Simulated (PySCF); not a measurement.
**Computed properties of GeS, SMILES [S]=[Ge]**

GeS, SMILES [S]=[Ge] (connectivity only; charge and spin as stated), neutral, multiplicity 1. Coordinates come from a B3LYP-D3(BJ)/def2-TZVP optimisation. One conformer was computed; it need not be the lowest. All values are computed for the isolated molecule unless a solvent is named; none is compared with measurement here.

**Structure.** The optimised structure has C∞v symmetry. All 1 harmonic modes at B3LYP-D3(BJ)/def2-TZVP (PySCF) are real, so it is a minimum.

**Vibrations.** The strongest infrared lines (harmonic, unscaled, degenerate partners summed) lie at 575 cm⁻¹ (39 km/mol, S 69 %, Ge 31 %). The softest mode is at 575 cm⁻¹ and the zero-point energy is 0.8 kcal/mol.

**Electronic structure.** CAM-B3LYP/def2-TZVPD (PySCF) places the frontier levels at -9.14 and -1.45 eV, a gap of 7.69 eV, and gives a dipole moment of 2.42 D and a mean polarisability of 52.4 bohr³.

**Excitations.** TDDFT-B3LYP/def2-TZVPD (PySCF) has S1 at 3.68 eV (337 nm, f = 0.000, dark); the most intense of the 10 singlets computed lies at 7.37 eV (f = 0.21). Strengths of degenerate partners are summed. T1 (TDA) is at 3.01 eV. No vertical singlet excitation falls in the visible range (under 3.1 eV).
